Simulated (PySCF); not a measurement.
Simulation results for CH9Ge2N, GeH5N2Si, BGeH4NO, GeH5NOSi and others

Computed with PySCF 2.14.0. Calculation on a computer-drawn molecule: optimised geometry and harmonic frequencies of an isolated molecule of the commonest isotopes, restricted reference for singlets and unrestricted otherwise, frozen core in MP2; on germanium a core potential holds 10 electrons, which the energies leave out, and 3d is frozen in MP2 and coupled-cluster steps.

Common to all runs: multiplicity 1; basis and core potential on germanium cc-pVDZ-PP ECP10MDF.

(1) CH9Ge2N

Start structure:
```xyz
13
CH9Ge2N
N     -2.2893     1.5941     1.7473
Ge    -1.8569     0.1301     0.8724
C     -0.4174     0.3490    -0.5751
Ge     1.2371     0.8584     0.1464
H     -2.7105     2.3817     1.2645
H     -1.5668     2.0215     2.3529
H     -3.2049    -0.2962     0.1612
H     -1.4098    -0.8587     1.8913
H     -0.3631    -0.5526    -1.1154
H     -0.8293     1.1496    -1.3338
H      2.3124     0.9932    -0.9353
H      1.7544    -0.1406     1.1644
H      1.2700     2.1883     0.8296
```

It was run with charge 0, method HF and basis cc-pVDZ.

Results for CH9Ge2N: rotational constants 6.217, 1.014, 0.9171 GHz; total energy -684.3109 hartree; convergence status largest gradient component 8.905e-06 hartree/bohr.

Drawn bonds:
```
atom  other atom  order
   1           2      1
   2           3      1
   3           4      1
   1           5      1
   1           6      1
   2           7      1
   2           8      1
   3           9      1
   3          10      1
   4          11      1
   4          12      1
   4          13      1
```

Optimised structure:
```xyz
13
CH9Ge2N
N     -2.1693     1.5688     1.8675
Ge    -1.9333     0.1125     0.7625
C     -0.4798     0.3063    -0.5540
Ge     1.2245     0.9946     0.1421
H     -2.3656     2.4349     1.3953
H     -1.4181     1.7327     2.5158
H     -3.2583    -0.1022     0.0220
H     -1.6299    -1.0790     1.6772
H     -0.2991    -0.6742    -1.0056
H     -0.8117     0.9707    -1.3575
H      2.3402     0.8276    -0.8975
H      1.6291     0.2402     1.4172
H      1.0973     2.4849     0.4855
```

Modes:
```
frequency (cm⁻¹)  reduced mass (dalton)
           31.27                  1.914
           106.9                  1.225
             112                  4.398
           176.1                  1.097
           219.6                  3.339
           447.1                  1.433
             497                   1.43
           519.9                  1.079
           599.1                  1.359
           653.8                  1.591
           689.7                  1.929
           700.1                  2.513
           730.5                  1.634
           813.8                  1.321
           879.7                  1.132
           929.6                  1.045
           946.7                  1.028
           967.3                  1.023
           971.3                  1.024
           990.7                  1.151
            1094                  1.023
            1164                  1.384
            1508                  1.085
            1699                  1.096
            2199                  1.023
            2204                  1.023
            2214                  1.023
            2222                  1.013
            2231                  1.014
            3182                  1.059
            3238                  1.103
            3733                  1.051
            3822                  1.094
```

(2) GeH5N2Si

Start structure:
```xyz
9
GeH5N2Si
N      0.4992    -1.9955    -1.4238
Ge     0.0106    -1.3810     0.1678
N     -0.0238     0.2870     0.5006
Si    -0.1156     1.7898     1.0901
H      0.6008    -2.9182    -1.6679
H      0.7801    -1.3026    -2.2051
H     -0.3454    -2.4442     1.1349
H     -1.3990     2.5501     0.9311
H      1.0088     2.4723     1.6479
```

Settings of this run: charge 1, method HF and basis cc-pV(D+d)Z.

Results for GeH5N2Si: rotational constants 15.36, 1.61, 1.484 GHz; total energy -693.8931 hartree; convergence status largest gradient component 4.711e-05 hartree/bohr.

Drawn bonds:
```
atom  other atom  order
   1           2      1
   2           3      2
   3           4      1
   1           5      1
   1           6      1
   2           7      1
   4           8      1
   4           9      1
```

Optimised structure:
```xyz
9
GeH5N2Si
N      0.5138    -1.9102    -1.4145
Ge     0.0237    -1.3992     0.1745
N     -0.0481     0.2487     0.5750
Si    -0.1330     1.7579     1.0282
H      0.5637    -2.8762    -1.6811
H      0.7663    -1.2699    -2.1445
H     -0.3243    -2.4907     1.1471
H     -1.3548     2.5450     0.8686
H      1.0085     2.4524     1.6221
```

Modes:
```
frequency (cm⁻¹)  reduced mass (dalton)
            88.1                   4.02
           111.5                  4.364
           153.1                  1.101
           283.7                  5.052
           377.7                  1.303
           437.9                   1.09
           538.2                  10.36
           628.2                  1.048
           747.4                  1.219
           766.1                   1.09
           787.4                  1.165
           860.6                  5.325
           930.1                  1.223
            1071                  1.067
            1452                  13.86
            1667                  1.117
            2381                  1.021
            2414                  1.028
            2439                  1.059
            3767                  1.049
            3885                  1.102
```

(3) BGeH4NO

Start structure:
```xyz
8
BGeH4NO
N      0.2228    -0.2569    -0.1764
Ge     1.9354    -0.6358     0.2346
B      2.1204    -1.7857    -1.6839
O      1.2382    -2.5611    -2.0234
H     -0.3447    -0.4769    -0.9625
H     -0.4041     0.2930     0.3927
H      3.0790    -1.7005    -2.3909
H      0.3970    -2.6568    -1.5424
```

Settings of this run: charge 0, method HF and basis cc-pVDZ.

Results for BGeH4NO: rotational constants 8.538, 3.026, 2.329 GHz; total energy -449.7377 hartree; convergence status largest gradient component 1.246e-05 hartree/bohr.

Drawn bonds:
```
atom  other atom  order
   1           2      1
   2           3      1
   3           4      1
   1           5      1
   1           6      1
   3           7      1
   4           8      1
```

Optimised structure:
```xyz
8
BGeH4NO
N      0.1540    -0.2330    -0.1520
Ge     1.8973    -0.6633     0.1839
B      2.1408    -1.7751    -1.6619
O      1.2132    -2.6629    -2.0915
H     -0.3506    -0.3770    -1.0074
H     -0.3741     0.3370     0.4826
H      3.1022    -1.6653    -2.3825
H      0.4610    -2.7409    -1.5235
```

Modes:
```
frequency (cm⁻¹)  reduced mass (dalton)
              77                  3.176
           159.6                  2.741
           259.4                  3.186
           452.3                  2.082
           497.7                  1.388
           579.6                  1.571
           674.3                  1.403
           713.7                  4.642
           819.2                  1.165
           904.3                  1.209
            1071                  1.116
            1252                    1.4
            1361                  4.982
            1697                  1.113
            2652                  1.091
            3757                   1.05
            3859                  1.098
            4146                  1.067
```

(4) GeH5NOSi

Start structure:
```xyz
9
GeH5NOSi
N     -1.3179    -1.7291     1.8799
Ge    -0.5561    -0.5090     0.7976
Si    -0.2636    -2.1053    -1.0334
O      0.6970    -1.3473    -2.2473
H     -1.6239    -1.4456     2.8099
H     -1.5369    -2.6750     1.6709
H     -1.4478    -2.6056    -1.6685
H      0.6378    -3.2169    -0.8267
H      0.3430    -0.5321    -2.6698
```

Settings of this run: charge 0, method HF and basis cc-pV(D+d)Z.

Results for GeH5NOSi: rotational constants 7.897, 1.743, 1.501 GHz; total energy -714.5801 hartree; convergence status largest gradient component 1.018e-05 hartree/bohr.

Drawn bonds:
```
atom  other atom  order
   1           2      1
   2           3      1
   3           4      1
   1           5      1
   1           6      1
   3           7      1
   3           8      1
   4           9      1
```

Optimised structure:
```xyz
9
GeH5NOSi
N     -1.2384    -1.7404     1.9102
Ge    -1.0681    -0.4639     0.6324
Si    -0.3411    -2.0417    -1.1572
O      0.8006    -1.3826    -2.1737
H     -1.5510    -1.5102     2.8353
H     -1.0241    -2.7170     1.8295
H     -1.5359    -2.4714    -1.9393
H      0.2909    -3.2654    -0.6069
H      0.5985    -0.5733    -2.6178
```

Modes:
```
frequency (cm⁻¹)  reduced mass (dalton)
           34.83                  3.528
           114.2                  3.764
           187.1                  1.235
           203.5                   3.82
           319.8                  3.904
           443.3                  1.337
           484.4                  1.234
           583.6                  1.095
           730.2                  5.287
           771.6                  1.065
           835.9                  1.233
           858.8                  3.591
           917.1                  1.422
           942.2                  1.142
            1020                  1.076
            1695                  1.113
            2244                   1.04
            2288                  1.041
            3761                  1.049
            3865                  1.099
            4177                  1.067
```

(5) GeH3NOSi

Start structure:
```xyz
7
GeH3NOSi
N      0.6850    -0.4846     0.1188
Ge     2.2132    -1.3255    -0.3000
Si     2.3478    -0.2851    -2.5805
O      3.5766    -0.6367    -3.4126
H      0.1267     0.1013    -0.3641
H      0.2461    -0.7273     1.0727
H      1.3989     0.7787    -3.0540
```

Here we set charge 0, method HF and basis cc-pV(D+d)Z.

It finds rotational constants 9.366, 1.802, 1.512 GHz; total energy -713.3681 hartree; convergence status largest gradient component 3.58e-05 hartree/bohr.

Drawn bonds:
```
atom  other atom  order
   1           2      1
   2           3      1
   3           4      2
   1           5      1
   1           6      1
   3           7      1
```

Optimised structure:
```xyz
7
GeH3NOSi
N      0.6945    -0.5034     0.0935
Ge     2.2342    -1.3944    -0.2500
Si     2.4226    -0.3085    -2.5063
O      3.5150    -0.5455    -3.5136
H      0.2181     0.1519    -0.5001
H      0.2027    -0.6280     0.9599
H      1.3072     0.6488    -2.8032
```

Modes:
```
frequency (cm⁻¹)  reduced mass (dalton)
           50.22                  4.345
           119.7                  5.073
           220.7                  10.05
           364.2                  7.639
           461.2                  1.169
           523.3                    1.2
             588                  1.143
           735.6                   5.56
           828.1                  1.202
           900.7                  1.118
            1298                  17.64
            1696                  1.113
            2199                  1.044
            3750                   1.05
            3854                  1.098
```

(6) GeH3NOSi

Start structure:
```xyz
7
GeH3NOSi
N      0.6945    -0.5034     0.0935
Ge     2.2342    -1.3944    -0.2500
Si     2.4226    -0.3085    -2.5063
O      3.5150    -0.5455    -3.5136
H      0.2181     0.1519    -0.5001
H      0.2027    -0.6280     0.9599
H      1.3072     0.6488    -2.8032
```

Settings of this run: charge 0, method MP2 and basis cc-pV(D+d)Z.

It finds rotational constants 8.929, 1.8, 1.498 GHz; total energy -713.9027 hartree; convergence status largest gradient component 9.843e-06 hartree/bohr.

Drawn bonds:
```
atom  other atom  order
   1           2      1
   2           3      1
   3           4      2
   1           5      1
   1           6      1
   3           7      1
```

Optimised structure:
```xyz
7
GeH3NOSi
N      0.7288    -0.4886     0.0249
Ge     2.2712    -1.4596    -0.1905
Si     2.4176    -0.3488    -2.4291
O      3.4654    -0.4729    -3.5678
H      0.3196     0.1656    -0.6483
H      0.1652    -0.5516     0.8738
H      1.2265     0.5769    -2.5828
```

Modes:
```
frequency (cm⁻¹)  reduced mass (dalton)
           74.58                  4.717
           131.1                   5.49
           217.6                  8.578
           352.8                  9.167
           437.7                  1.234
             553                  1.186
           589.4                  1.074
           702.9                  5.258
           763.8                  1.205
             857                  1.101
            1124                  17.57
            1553                  1.113
            2081                  1.044
            3512                  1.052
            3648                  1.095
```
